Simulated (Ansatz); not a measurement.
Cost and result for the atomization energy of `[OH][Ga]([F])[Br]` (5 atoms, 4 bonds).

```tsv
atom	x (Å)	y (Å)	z (Å)
O1	1.1904	-0.6228	-0.4387
Ga2	-0.2976	-0.0580	0.3178
F3	-0.8634	-0.9593	1.6871
Br4	-1.4877	1.7314	-0.3732
H5	1.4582	-0.0914	-1.1929
```

Total charge 0; spin multiplicity 1. Correlated methods include outer-core shells of Br, Ga, which these sets cover unevenly. Scalar relativity is left out up to krypton. The geometry is a stationary point of PBE0-D4/def2-TZVP. It is one conformer, not always the lowest. Program: Ansatz. Hardware: A = 2 threads of an AMD EPYC 7R13 on a shared host; B = 2 threads of an AMD EPYC 7R13 on a shared host and a share of an NVIDIA H100 80 GB. Times are those of one run each, without the atoms' runs, and a repeat can differ threefold. Electronic energies, without spin–orbit coupling; frozen cores. CCSD(T)/CBS adds CCSD(T) − MP2 in def2-TZVPP to the MP2 limit, and its time is that of the two runs behind it. T1 = 0.012. With those shells the extrapolation isn't a true limit. B3LYP takes the VWN-RPA correlation (the form of Gaussian; ORCA's B3LYP/G).

CCSD(T)/CBS is a level of theory with its own doubt, some kJ/mol a heavy atom from the limit and from the frozen cores, so smaller differences don't rank the functionals.

| level | functions | wall time |
| --- | --- | --- |
| PBE-D4/def2-TZVPP (with forces) [A] | 172 | 2.2 s |
| PBE0-D4/def2-TZVPP [A] | 172 | 2.8 s |
| B3LYP-D4/def2-TZVPP (with forces) [A] | 172 | 4.1 s |
| r2SCAN-D4/def2-TZVPP (with forces) [A] | 172 | 4.2 s |
| B2PLYP/def2-TZVPP [A] | 172 | 4.5 s |
| ωB97X-V/def2-TZVPP [A] | 172 | 7 s |
| ωB97M-V/def2-TZVPP (with forces) [A] | 172 | 9 s |
| CCSD(T)/def2-TZVPP [B] | 172 | 10 s |
| CCSD(T)/def2-QZVPP [B] | 322 | 17 s |
| CCSD(T)/CBS(def2) | – | 27 s |

(1) What atomization energy does each give, and how far from CCSD(T)/CBS? (Estimate.)

## Answers

(1) The calculation gave: 
| level | atomization (kJ/mol) | difference from CCSD(T)/CBS | per bond |
| --- | --- | --- | --- |
| PBE-D4/def2-TZVPP (with forces) [A] | 1656.9 | 8.0 | 2.0 |
| PBE0-D4/def2-TZVPP [A] | 1601.9 | -47.0 | -11.7 |
| B3LYP-D4/def2-TZVPP (with forces) [A] | 1586.7 | -62.2 | -15.6 |
| r2SCAN-D4/def2-TZVPP (with forces) [A] | 1642.7 | -6.2 | -1.5 |
| B2PLYP/def2-TZVPP [A] | 1603.8 | -45.1 | -11.3 |
| ωB97X-V/def2-TZVPP [A] | 1629.5 | -19.4 | -4.8 |
| ωB97M-V/def2-TZVPP (with forces) [A] | 1611.6 | -37.3 | -9.3 |
| CCSD(T)/def2-TZVPP [B] | 1604.1 | -44.8 | -11.2 |
| CCSD(T)/def2-QZVPP [B] | 1638.2 | -10.7 | -2.7 |
| CCSD(T)/CBS(def2) | 1648.9 | 0.0 | 0.0 |

The D4 term adds +17.0 kJ/mol with B3LYP and +8.9 kJ/mol with PBE0; it sums over pairs of atoms, weighted by their polarisabilities, and B3LYP, whose exchange is more repulsive, gets the larger term. From PBE to PBE0 (25 % exact exchange), in def2-TZVPP and without D4, the atomization energy moves by −53.4 kJ/mol: exact exchange takes away binding that semilocal exchange gives to molecules. In def2-TZVPP, CCSD(T) changes the Hartree–Fock value by +494.7 kJ/mol (the triples alone add +37.3 kJ/mol) and MP2 by +582.6 kJ/mol; breaking electron pairs costs correlation energy, which Hartree–Fock lacks.
